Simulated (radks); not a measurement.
Q: The mean radii <r> (bohr) of the occupied orbitals of an atom or ion are listed with their occupations. All-electron calculation, Dirac Kohn-Sham, BLYP, spin-unpolarised, spherical densities, finite nucleus; Fermi nuclear charge, rms radius of each element as measured or else 0.836 A^(1/3) + 0.57 fm. Program: a radial shooting solver on a logarithmic mesh with Libxc functionals.

| orbital | occ. | <r> |
|---|---|---|
| 1s1/2 | 2 | 0.02112 |
| 2s1/2 | 2 | 0.08922 |
| 2p1/2 | 2 | 0.07437 |
| 2p3/2 | 4 | 0.08143 |
| 3s1/2 | 2 | 0.2341 |
| 3p1/2 | 2 | 0.2238 |
| 3p3/2 | 4 | 0.2372 |
| 3d3/2 | 4 | 0.2096 |
| 3d5/2 | 6 | 0.2138 |
| 4s1/2 | 2 | 0.5294 |
| 4p1/2 | 2 | 0.5397 |
| 4p3/2 | 4 | 0.5702 |
| 4d3/2 | 4 | 0.6018 |
| 4d5/2 | 6 | 0.6125 |
| 5s1/2 | 2 | 1.275 |
| 5p1/2 | 2 | 1.419 |
| 5p3/2 | 4 | 1.511 |
| 4f5/2 | 6 | 0.8018 |
| 4f7/2 | 3 | 0.8138 |

Name the element and its charge. Open shells, if any, fill j = l - 1/2 first.

A: Z = 66, dysprosium, charge +3: Dy3+ in [Xe] 4f9. The 1s radius gives Z: for a bare nucleus <r> = (2 gamma + 1)/(2Z) with gamma = sqrt(1 - (Z/c)^2), 0.02085 bohr for Z = 66, and screening makes it slightly larger (0.02112 here). The occupations add up to 63, and the charge is Z minus that.
